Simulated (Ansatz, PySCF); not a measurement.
C6H15O (SMILES CC(C)CC(C)[OH2+]), charge +1, singlet, at a GFN2-xTB geometry, with bond 21-7 at 2.4 times its length. Base run: CASSCF(2,4)/STO-3G (PySCF).

The PySCF input:
```python
from pyscf import gto, scf, mcscf
import numpy

mol = gto.Mole()
mol.atom = '''
    C     1.488833   -1.454382   -0.213767
    C     1.393533   -0.105293    0.510796
    C     2.045368    0.993293   -0.326268
    C    -0.038746    0.266421    0.937326
    C    -1.041536    0.411552   -0.193661
    C    -2.353605    1.036482    0.220608
    O    -1.353336   -0.994032   -0.638131
    H     0.941996   -2.239332    0.310735
    H     1.203434   -1.381564   -1.268047
    H     2.529551   -1.772534   -0.227663
    H     1.962160   -0.192825    1.440605
    H     1.590162    1.086575   -1.310251
    H     3.097641    0.768782   -0.473826
    H     1.977052    1.953109    0.177365
    H     0.003442    1.217976    1.466882
    H    -0.420883   -0.474128    1.643267
    H    -0.606805    0.943228   -1.044376
    H    -2.782240    0.505637    1.066217
    H    -2.187717    2.068581    0.513485
    H    -3.068330    1.036768   -0.599245
    H    -2.672426   -1.014698   -2.576922
    H    -0.472899   -1.453814   -0.754338
'''
mol.basis = 'sto-3g'
mol.charge = 1
mol.spin = 0
mol.verbose = 4
mol.build()

mf = scf.RHF(mol)
mf.kernel()
mc = mcscf.CASSCF(mf, 4, 2)
mc.fix_spin_(ss=0.0)
mc.kernel()
occ = numpy.linalg.eigvalsh(mc.fcisolver.make_rdm1(mc.ci, mc.ncas, mc.nelecas))[::-1]
ss = mc.fcisolver.spin_square(mc.ci, mc.ncas, mc.nelecas)[0]
print('natural occupations', occ.round(4), ' <S^2>', round(ss, 4))
```

Programs used: Ansatz (a first-principles code), PySCF; a row that names a program was run with it.

Each row names what was changed in the base input (with any setting that the change needs).

```
change                                            ΔE vs base (kcal/mol)                 natural occupations  <S^2> of the state        outcome
------------------------------------------------  ---------------------  ----------------------------------  ------------------  -------------
base                                                              0.000                 1.24 0.76 0.00 0.00                0.00      converged
orbitals = fixed (CASCI); correction = SC-NEVPT2                 -175.1                 1.93 0.07 0.00 0.00                0.00      converged
code = ansatz                                                     0.031                                   -                   -      converged
active space = 4 electrons, 4 orbitals                                -                                   -                   -  not converged
conv_tol = 1e-5                                                   0.001                 1.24 0.76 0.00 0.00                0.00      converged
active space = 8 electrons, 6 orbitals                                -                                   -                   -  not converged
active space = 6 electrons, 4 orbitals                            0.002                 2.00 2.00 1.24 0.76                0.00      converged
correction = SC-NEVPT2                                           -210.7                 1.24 0.76 0.00 0.00                0.00      converged
orbitals = fixed (CASCI)                                           87.1                 1.93 0.07 0.00 0.00                0.00      converged
active space = 8 electrons, 7 orbitals                           -30.23  1.99 1.98 1.97 1.28 0.73 0.03 0.02                0.00      converged
start = MP2 natural orbitals                                      0.000                 1.24 0.76 0.00 0.00                0.00      converged
```

Active orbitals are taken around the Fermi level unless the row says otherwise; CASSCF can end in different local minima, and two programs can end on different orbitals. State-averaged rows give the lowest state.
